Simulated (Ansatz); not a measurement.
Breaking the C3–H5 bond in C2H6Zn (SMILES C[CH2][ZnH]) (multiplicity 1 held, fragments rigid). Energies count from the point at 1.095 Å.
Geometry at that point (charge 0, multiplicity 1):
```xyz
9

Zn    -0.104     0.148     0.834
H     -0.345     0.864     2.185
C      0.202    -0.760    -0.885
C      0.184     0.151    -2.121
H     -0.555    -1.544    -0.987
H      1.162    -1.283    -0.819
H      0.954     0.925    -2.068
H     -0.775     0.662    -2.237
H      0.360    -0.413    -3.043
```

R- and RO- levels are restricted; in cc, def2 and unpolarised 6-31G sets they are followed outwards from rest. Unrestricted levels (U-) break spin symmetry where that is lower. Levels need not reach the same state.

Cores are frozen in the correlated methods.

Run with Ansatz (a quantum-chemistry and plane-wave program) with Gaussian orbitals. 

### Question
One of these levels gives 107.27 kcal/mol for the energy at R = 3.503 Å. Name it.
A. U-HF/def2-SVP
B. R-HF/def2-SVP
C. U-SCS-MP2/def2-SVP
D. R-MP2/def2-SVP

### Answer
C, U-SCS-MP2/def2-SVP. The others give 171.58 (R-HF/def2-SVP), 83.95 (U-HF/def2-SVP), 147.04 (R-MP2/def2-SVP)

Doubts at one or more of the structures used: a restricted determinant that unrestricted orbitals would lower (R-HF/def2-SVP, R-MP2/def2-SVP); a spin-contaminated determinant (U-HF/def2-SVP, U-SCS-MP2/def2-SVP).
